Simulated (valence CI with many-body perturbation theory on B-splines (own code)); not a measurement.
## La XXVI: magnetic and hyperfine properties of the levels

Computed by configuration interaction combined with many-body perturbation theory (CI+MBPT): four valence electrons over a frozen Dirac-Fock core [Ar] 3d10, radial functions for each j: 11 s, 11 p, 9 d, 7 f, 5 g, 2 h, 1 i, with the one-electron correlation potential Σ1 (screened to all orders), the two-electron term Σ2, the three-electron term Σ3, Breit, model QED; selected single and double excitations, second order for the rest (own B-spline code, finite nucleus).

No measured spectrum was set against this ion. As an estimate, levels hold to about 250 cm⁻¹ or 0.2 % of their energy and the worst to 1 %, as in measured heavy ions of charge 2 to 7; those with d or f electrons hold less well.

A/g_I is the dipole constant over the nuclear g factor μ/I (μ in nuclear magnetons, uniformly magnetised nucleus), B/Q the quadrupole constant per barn. Both hold the static response of the core; the bare values leave it out. Large factors of s and p1/2 electrons are usually good to 5 to 10 %; those of open d and f shells near neutrality can be off by tens of per cent, and small factors of p3/2, d and f electrons come from cancelling terms and can be off by a factor of two or in sign, in half-filled shells by more. B is blank for J = 1/2, where it vanishes, and for nearly pure S terms. Energies count from the lowest level. Levels with J = 0 are left out.

Levels are named by their leading jj configuration (3d3/2^4 stands for four electrons in 3d with j = 3/2), which in mixed levels can hold well under half, so a name can repeat and another be missing. Letters in brackets count levels of one name in rising energy.

```
                         Level  E (cm⁻¹)      g  A/g_I (MHz)  A/g_I bare  B/Q (MHz/b)  B/Q bare
        (4s^2 4p1/2 4p3/2) J=1    160350  1.499        -7520       -7410        18200     17300
        (4s^2 4p1/2 4p3/2) J=2    182480  1.211        44900       42900        25000     23800
            (4s^2 4p3/2^2) J=2    359670  1.286        20100       19200        11200     10700
        (4s 4p1/2^2 4p3/2) J=2    606850  1.723       112000      107000        21600     20600
        (4s 4p1/2^2 4p3/2) J=1    685760  0.918       -66400      -63500        30000     28600
    (4s 4p1/2 4p3/2^2) J=2 [a]    760400  1.460        79700       76300        26600     25400
        (4s 4p1/2 4p3/2^2) J=3    800960  1.330        98500       94300        -2610     -2460
    (4s 4p1/2 4p3/2^2) J=2 [b]    864920  1.092        11500       11000       -21100    -20200
    (4s 4p1/2 4p3/2^2) J=1 [a]    865850  1.275        83200       79700       -32700    -31200
    (4s 4p1/2 4p3/2^2) J=1 [b]    910900  1.481        54200       51900         6840      6530
        (4s^2 4p1/2 4d3/2) J=2    948910  0.811        36700       35400        10000      9600
              (4s 4p3/2^3) J=2   1011700  1.279        83500       80000       -24900    -23700
        (4s^2 4p1/2 4d5/2) J=3   1013800  1.105        24300       23400        13300     12700
        (4s^2 4p1/2 4d3/2) J=1   1031800  0.839       -24200      -22900         4570      4390
        (4s^2 4p1/2 4d5/2) J=2   1036600  1.296         5880        5860         5610      5370
              (4s 4p3/2^3) J=1   1098700  1.279       -56700      -54200        -5120     -4860
        (4s^2 4p3/2 4d5/2) J=4   1155500  1.249         9390        9090        44000     42000
        (4s^2 4p3/2 4d3/2) J=2   1170500  1.028         9560        9170        -4460     -4250
        (4s^2 4p3/2 4d3/2) J=3   1188600  1.211        15300       14800        12700     12200
        (4s^2 4p3/2 4d3/2) J=1   1197500  1.232         2180        2320       -17500    -16700
        (4s^2 4p3/2 4d5/2) J=2   1221100  1.299        19900       19300       -25000    -23800
        (4s^2 4p3/2 4d5/2) J=3   1267300  1.097        11300       11000        21200     20300
        (4s^2 4p3/2 4d5/2) J=1   1288400  0.965        -5890       -5290         5350      5130
         (4p1/2^2 4p3/2^2) J=2   1327100  1.341        27800       26800         -809      -758
        (4s 4p1/2^2 4d3/2) J=1   1376000  0.304       -81000      -77300         2560      2460
        (4s 4p1/2^2 4d3/2) J=2   1395600  1.170        49600       47700         8860      8470
        (4s 4p1/2^2 4d5/2) J=3   1436000  1.374        59500       57200        11300     10800
           (4p1/2 4p3/2^3) J=1   1489800  1.382        20900       20200       -14600    -13900
           (4p1/2 4p3/2^3) J=2   1503900  1.130        57600       55200       -31700    -30200
        (4s 4p1/2^2 4d5/2) J=2   1508200  0.909       -18400      -17400          153       217
(4s 4p1/2 4p3/2 4d3/2) J=3 [a]   1523100  1.225        60000       57600        -8960     -8520
(4s 4p1/2 4p3/2 4d3/2) J=1 [a]   1523700  1.374        25600       24800       -19300    -18400
(4s 4p1/2 4p3/2 4d3/2) J=2 [a]   1525400  1.224        30800       29700       -16600    -15800
(4s 4p1/2 4p3/2 4d5/2) J=4 [a]   1535600  1.351        47400       45600        26400     25200
```

**Question.** Take the isotope of mass number 139, with I = 7/2, μ = 2.7791 μN and Q = 0.206 b. What is the hyperfine structure of (4s 4p1/2 4p3/2^2) J=3?

**Answer.** From the table A = 78200 MHz, B = -538 MHz. Shifts from the centre of gravity in MHz: F = 1/2: -1060000, F = 3/2: -939000, F = 5/2: -743000, F = 7/2: -469000, F = 9/2: -117000, F = 11/2: 313000, F = 13/2: 821000.
